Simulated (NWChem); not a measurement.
**C3H3 (+1)**

```xyz
6

C      0.0000     0.0000     1.3389
C      0.0000     0.0000     0.1036
C      0.0000     0.0000    -1.2444
H      0.0000     0.0000     2.4262
H      0.9468     0.0000    -1.8075
H     -0.9468     0.0000    -1.8075
```
Charge +1, spin multiplicity 1.

The numbers come from NWChem runs, not from measurements. All single points use one geometry, from PBE0/def2-SVP, a minimum by its harmonic frequencies. It is one conformer; others weren't searched.

Symmetry labels belong to the abelian group C2v used in the runs, with the axes of the coordinates shown.

B3LYP has NWChem's definition, with VWN1-RPA local correlation. The spin multiplicity of the parent species was assumed, not shown to be that of its ground state. The structure started from a generated list of species.

Problem. List the lowest 3 singlet excitations that TD-B3LYP/def2-SVPD, VWN1-RPA local correlation gives, with oscillator strengths.

Solution. 
```json
[
 {"state": "1", "symmetry": "a2", "energy (eV)": "2.22", "wavelength (nm)": "559", "f": "0.000"},
 {"state": "2", "symmetry": "a1", "energy (eV)": "5.32", "wavelength (nm)": "233", "f": "0.120"},
 {"state": "3", "symmetry": "a2", "energy (eV)": "6.93", "wavelength (nm)": "179", "f": "0.000"}
]
```
